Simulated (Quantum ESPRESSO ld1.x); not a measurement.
Question: Valence configurations of the aluminium ion Al+ (all share [Ne]). Method: Dirac Kohn-Sham, LDA (Slater exchange, Perdew-Zunger correlation), spin-unpolarised, spherical densities, point nucleus; open shells are shared between the two j in proportion to 2j + 1; computed with ld1.x of Quantum ESPRESSO 7.5. Order these by energy: 3s1 3p1; 3s2; 3s0.5 3p1.5; 3s1.5 3p0.5; 3p2.

Answer: From the lowest, in eV above it: 3s2 0.000; 3s1.5 3p0.5 2.896; 3s1 3p1 5.819; 3s0.5 3p1.5 8.771; 3p2 11.749. NIST lists [Ne] 3s2 as the ground configuration; this level of theory agrees among the configurations tried. The energies are those of spherical spin-averaged densities, not of single terms.
